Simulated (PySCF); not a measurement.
p-cresol (C7H8O), SMILES c1c(ccc(c1)C)O.

Geometry optimised at ωB97X-D3(BJ)/def2-SVP. One conformer was computed; it need not be the lowest.

Computed with TDA-M06-2X/def2-SVPD run with PySCF 2.14.0.

Vertical excitations. Isolated molecule, no solvent. State labels are in the subgroup Cs.

| state | symmetry | energy (eV) | λ (nm) | f | main pairs |
|---|---|---|---|---|---|
| S1 | A' | 5.22 | 238 | 0.039 | HOMO→LUMO 76 %, HOMO−1→LUMO+2 22 % |
| S2 | A" | 5.90 | 210 | 0.000 | HOMO→LUMO+1 94 % |
| S3 | A' | 6.24 | 199 | 0.087 | HOMO→LUMO+2 69 %, HOMO−1→LUMO 27 % |
| S4 | A" | 6.46 | 192 | 0.000 | HOMO→LUMO+3 92 % |
| S5 | A" | 6.99 | 177 | 0.000 | HOMO→LUMO+4 83 % |
| S6 | A" | 7.13 | 174 | 0.004 | HOMO−1→LUMO+1 71 %, HOMO−1→LUMO+3 11 % |
| T1 | A' | 4.24 | 292 | 0 | HOMO→LUMO 90 % |
| T2 | A' | 4.37 | 284 | 0 | HOMO→LUMO+2 74 %, HOMO−1→LUMO 15 % |
Triplets are in the Tamm–Dancoff approximation.
